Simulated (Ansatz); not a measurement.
Relaxation of CdB9 with UKS PBE-D4/def2-SVP.

```sh
$ ansatz run in.yaml --threads 6 --pin off --events-out ev --progress --plain --max-ram 7833MiB
```

```yaml
crystal:
  periodic: [false, false, false]
  atoms:
    - {symbol: Cd, position_ang: [-0.545690, 2.863270, -1.207860]}
    - {symbol: B, position_ang: [-1.327060, 0.825540, -0.363890]}
    - {symbol: B, position_ang: [1.069350, -1.938330, -0.553090]}
    - {symbol: B, position_ang: [-1.003800, 0.371940, 1.213680]}
    - {symbol: B, position_ang: [-0.362480, -2.006350, 0.051930]}
    - {symbol: B, position_ang: [1.513900, -0.434600, -0.688740]}
    - {symbol: B, position_ang: [-1.104470, -1.230320, 1.162900]}
    - {symbol: B, position_ang: [0.488500, 0.918860, 1.104760]}
    - {symbol: B, position_ang: [1.525300, 0.987550, -0.052600]}
    - {symbol: B, position_ang: [-0.253540, -0.357550, -0.667110]}
basis:
  gaussian: {orbitals: def2-SVP}
magnetization: {spin_polarized: true, initial_magnetization: 1}
hamiltonian: {xc: pbe, dispersion: d4}
scf: {lower_state_search: "off"}
output: {orbitals: {seedname: orbitals}}
relax: {f_tol: 0.03, max_steps: 70}
```

Run time 53 s (6 threads of AMD EPYC on a shared host).

Positions (Å) and forces (eV/Å) at steps 1, 2, 3, 4, 5, 6, 7, 8, 9, 10, 11, 12, 13, 14, 15, 16, 17 of 17:

```xyz
10
step=1 energy=-10628.0624 eV
Cd   -0.546    2.863   -1.208    0.051   -0.092   -0.035
B    -1.327    0.826   -0.364    0.143    0.425    0.417
B     1.069   -1.938   -0.553   -0.694    0.343   -0.694
B    -1.004    0.372    1.214   -0.880    0.075    0.663
B    -0.362   -2.006    0.052    0.036   -1.757   -0.296
B     1.514   -0.435   -0.689    1.459    0.201   -0.130
B    -1.104   -1.230    1.163   -0.366    1.091   -0.296
B     0.488    0.919    1.105   -0.686    0.003   -0.133
B     1.525    0.988   -0.053    0.352    0.532   -0.840
B    -0.254   -0.358   -0.667    0.585   -0.819    1.345
10
step=2 energy=-10628.7660 eV
Cd   -0.447    2.803   -1.214    0.029   -0.265   -0.036
B    -1.288    0.827   -0.299    0.203    0.078    0.147
B     1.031   -1.916   -0.669   -1.002    1.067    0.172
B    -1.061    0.383    1.290   -0.128   -0.068    0.363
B    -0.350   -2.098    0.075    0.233   -0.547   -0.243
B     1.593   -0.416   -0.677    0.495   -0.072   -0.103
B    -1.159   -1.218    1.108    0.255    0.745   -0.622
B     0.425    0.964    1.057   -0.483   -0.259   -0.130
B     1.460    1.061   -0.135   -0.160   -0.100   -0.317
B    -0.203   -0.389   -0.536    0.558   -0.580    0.769
10
step=3 energy=-10629.1809 eV
Cd   -0.350    2.645   -1.275   -0.009   -0.002   -0.226
B    -1.238    0.818   -0.211   -0.050   -0.254    0.237
B     0.951   -1.812   -0.758   -0.324    0.629    0.639
B    -1.093    0.388    1.391    0.248   -0.114    0.073
B    -0.353   -2.155    0.065    0.010    0.292   -0.358
B     1.665   -0.373   -0.673   -0.340   -0.082   -0.220
B    -1.194   -1.177    1.009    0.416    0.400   -0.431
B     0.379    0.947    1.048   -0.219   -0.045    0.022
B     1.369    1.119   -0.198   -0.265   -0.598    0.208
B    -0.135   -0.402   -0.397    0.534   -0.226    0.056
10
step=4 energy=-10629.3827 eV
Cd   -0.330    2.513   -1.418   -0.105    0.043   -0.169
B    -1.215    0.808   -0.110   -0.048   -0.249    0.284
B     0.945   -1.751   -0.736   -0.032    0.079    0.162
B    -1.075    0.373    1.489    0.100   -0.167    0.044
B    -0.418   -2.136   -0.051   -0.098    0.339    0.022
B     1.680   -0.337   -0.702   -0.231   -0.022   -0.082
B    -1.193   -1.137    0.932    0.022    0.114   -0.284
B     0.365    0.934    1.099    0.018    0.394    0.059
B     1.316    1.117   -0.177   -0.170   -0.532    0.253
B    -0.076   -0.385   -0.325    0.545    0.001   -0.290
10
step=5 energy=-10629.5758 eV
Cd   -0.374    2.384   -1.557   -0.174   -0.094    0.016
B    -1.187    0.785    0.012    0.265   -0.295    0.061
B     0.944   -1.722   -0.729   -0.036   -0.393   -0.176
B    -1.036    0.343    1.595    0.194   -0.307   -0.043
B    -0.489   -2.089   -0.166    0.295    0.299   -0.015
B     1.708   -0.337   -0.709   -0.031    0.097   -0.121
B    -1.219   -1.083    0.820   -0.384    0.625    0.036
B     0.353    0.997    1.158   -0.313    0.273    0.020
B     1.288    1.080   -0.135   -0.006   -0.266    0.223
B     0.012   -0.358   -0.289    0.190    0.061   -0.001
10
step=6 energy=-10629.7849 eV
Cd   -0.456    2.244   -1.657   -0.246   -0.151    0.099
B    -1.124    0.734    0.110    0.116    0.506   -0.471
B     0.942   -1.720   -0.754    0.214   -0.186   -0.456
B    -0.994    0.306    1.687    0.031   -0.254    0.480
B    -0.527   -2.021   -0.248    0.084    0.452    0.427
B     1.739   -0.347   -0.740   -0.003    0.100   -0.067
B    -1.280   -0.963    0.701   -0.347   -0.094   -0.349
B     0.307    1.076    1.214    0.001    0.258   -0.298
B     1.281    1.026   -0.063    0.190   -0.079    0.330
B     0.112   -0.335   -0.249   -0.040   -0.552    0.305
10
step=7 energy=-10629.9713 eV
Cd   -0.588    2.121   -1.730   -0.266   -0.100    0.007
B    -1.063    0.747    0.148    0.099    0.912   -0.353
B     0.943   -1.715   -0.822   -0.177   -0.276   -0.171
B    -0.968    0.268    1.763    0.269   -0.413   -0.425
B    -0.543   -1.953   -0.259    0.581   -0.014   -0.260
B     1.770   -0.365   -0.758    0.091    0.446    0.056
B    -1.355   -0.873    0.568   -0.257    0.376    0.503
B     0.282    1.146    1.242   -0.393   -0.206   -0.199
B     1.326    0.966    0.043    0.559   -0.098    0.066
B     0.195   -0.342   -0.196   -0.507   -0.629    0.776
10
step=8 energy=-10630.2017 eV
Cd   -0.755    2.050   -1.803   -0.262    0.111   -0.253
B    -1.022    0.833    0.151   -0.035    0.212   -0.369
B     0.934   -1.729   -0.867    0.460    0.627   -0.017
B    -0.924    0.209    1.745    0.093   -0.234   -0.107
B    -0.530   -1.903   -0.287   -0.770    0.119    0.152
B     1.793   -0.372   -0.732   -0.055   -0.341   -0.142
B    -1.406   -0.797    0.522    0.269   -0.480   -0.233
B     0.267    1.161    1.248    0.525   -0.071   -0.330
B     1.421    0.907    0.150   -0.033    0.069    0.385
B     0.223   -0.360   -0.129   -0.191   -0.012    0.912
10
step=9 energy=-10630.3911 eV
Cd   -0.927    2.053   -1.898   -0.136   -0.056   -0.021
B    -0.979    0.877    0.118   -0.233    0.045   -0.049
B     0.939   -1.702   -0.872   -0.590    0.134    0.226
B    -0.877    0.151    1.709    0.165    0.180   -0.227
B    -0.575   -1.859   -0.307    0.344   -0.298   -0.640
B     1.809   -0.390   -0.697    0.104    0.091    0.155
B    -1.429   -0.776    0.481   -0.117    0.087    0.090
B     0.299    1.158    1.235   -0.283   -0.096    0.254
B     1.495    0.863    0.256    0.380   -0.255   -0.474
B     0.245   -0.374   -0.024    0.366    0.169    0.685
10
step=10 energy=-10630.5294 eV
Cd   -1.044    1.903   -1.961   -0.080    0.009   -0.027
B    -0.986    0.902    0.141   -0.244   -0.002   -0.180
B     0.898   -1.637   -0.926   -0.253    0.123    0.089
B    -0.834    0.142    1.700   -0.078   -0.009   -0.155
B    -0.626   -1.781   -0.432    0.208    0.050   -0.248
B     1.852   -0.416   -0.623    0.024   -0.028    0.033
B    -1.439   -0.751    0.467    0.003    0.135    0.164
B     0.319    1.177    1.226   -0.084   -0.188    0.124
B     1.580    0.824    0.344    0.215   -0.097   -0.291
B     0.280   -0.365    0.065    0.290    0.008    0.491
10
step=11 energy=-10630.5993 eV
Cd   -1.196    1.808   -2.032   -0.011    0.020    0.057
B    -1.008    0.922    0.131    0.033   -0.006   -0.098
B     0.861   -1.565   -0.971    0.115    0.318    0.133
B    -0.813    0.124    1.670    0.165    0.443    0.136
B    -0.668   -1.677   -0.548    0.029    0.328    0.209
B     1.910   -0.465   -0.538   -0.215   -0.232   -0.175
B    -1.447   -0.731    0.474   -0.062   -0.311   -0.295
B     0.345    1.170    1.201    0.110   -0.222   -0.075
B     1.684    0.785    0.409   -0.418    0.119    0.206
B     0.333   -0.370    0.203    0.254   -0.458   -0.098
10
step=12 energy=-10630.6263 eV
Cd   -1.242    1.834   -2.021    0.007    0.035    0.010
B    -0.982    0.914    0.106    0.006   -0.013   -0.130
B     0.870   -1.568   -0.962    0.028    0.017   -0.032
B    -0.823    0.153    1.667   -0.176   -0.081   -0.210
B    -0.654   -1.669   -0.541   -0.075    0.109    0.061
B     1.909   -0.474   -0.544    0.075    0.131    0.065
B    -1.452   -0.724    0.450    0.096    0.045    0.262
B     0.344    1.164    1.198    0.203   -0.035    0.022
B     1.674    0.772    0.417   -0.077    0.074   -0.042
B     0.357   -0.401    0.231   -0.086   -0.280   -0.006
10
step=13 energy=-10630.6561 eV
Cd   -1.207    1.882   -2.033    0.015   -0.003   -0.015
B    -0.897    0.837    0.003    0.029   -0.071    0.243
B     0.848   -1.529   -0.993   -0.123   -0.087    0.015
B    -0.887    0.207    1.657    0.184    0.071   -0.415
B    -0.666   -1.654   -0.526   -0.049    0.158    0.062
B     1.887   -0.432   -0.576   -0.021    0.019   -0.066
B    -1.465   -0.778    0.530    0.341    0.025   -0.027
B     0.361    1.130    1.251   -0.095   -0.113   -0.118
B     1.644    0.816    0.370   -0.349   -0.084    0.201
B     0.383   -0.479    0.316    0.068    0.084    0.120
10
step=14 energy=-10630.6713 eV
Cd   -1.189    1.871   -2.040    0.012   -0.002   -0.021
B    -0.892    0.825   -0.002    0.021   -0.058    0.031
B     0.833   -1.521   -1.000    0.092    0.092    0.000
B    -0.879    0.211    1.643    0.032    0.036    0.004
B    -0.675   -1.631   -0.537   -0.049    0.014    0.035
B     1.873   -0.417   -0.587   -0.065   -0.058   -0.017
B    -1.447   -0.787    0.549   -0.014   -0.088   -0.077
B     0.353    1.129    1.246   -0.006    0.130    0.124
B     1.628    0.814    0.381   -0.006   -0.088   -0.068
B     0.394   -0.494    0.348   -0.016    0.024   -0.011
10
step=15 energy=-10630.6746 eV
Cd   -1.153    1.847   -2.049    0.007   -0.008   -0.005
B    -0.887    0.815    0.004   -0.024    0.017   -0.040
B     0.822   -1.501   -1.017   -0.044   -0.026   -0.008
B    -0.879    0.210    1.648    0.011    0.000    0.032
B    -0.682   -1.624   -0.537    0.026   -0.012   -0.038
B     1.860   -0.405   -0.600    0.038    0.033    0.006
B    -1.444   -0.797    0.562   -0.051   -0.005    0.018
B     0.353    1.133    1.262    0.051    0.036    0.027
B     1.617    0.817    0.376   -0.048   -0.003    0.008
B     0.392   -0.494    0.352    0.034   -0.032    0.000
10
step=16 energy=-10630.6761 eV
Cd   -1.118    1.817   -2.062    0.001   -0.003   -0.002
B    -0.880    0.806    0.005   -0.006    0.018   -0.028
B     0.808   -1.484   -1.033   -0.015    0.003    0.007
B    -0.878    0.210    1.656   -0.010   -0.036   -0.001
B    -0.691   -1.612   -0.544   -0.004    0.019    0.023
B     1.848   -0.388   -0.614    0.008    0.016    0.001
B    -1.444   -0.806    0.578   -0.001    0.016    0.011
B     0.356    1.132    1.280    0.005   -0.007   -0.007
B     1.604    0.825    0.372   -0.011    0.001    0.004
B     0.394   -0.502    0.362    0.032   -0.028   -0.006
10
step=17 energy=-10630.6767 eV
Cd   -1.092    1.796   -2.074   -0.002    0.002   -0.002
B    -0.870    0.798    0.001    0.016    0.000   -0.005
B     0.796   -1.467   -1.045   -0.020   -0.005    0.009
B    -0.879    0.208    1.660    0.011    0.003    0.014
B    -0.698   -1.601   -0.544    0.017    0.004   -0.011
B     1.837   -0.372   -0.626   -0.007   -0.002    0.003
B    -1.445   -0.810    0.590   -0.014   -0.005    0.000
B     0.357    1.128    1.295   -0.006   -0.017   -0.019
B     1.594    0.831    0.370   -0.007    0.015    0.012
B     0.399   -0.510    0.373    0.011    0.005   -0.001
```

In the def2 sets Cd takes a core potential; there is no spin–orbit coupling. The structure comes from a short search, and lower isomers may exist.
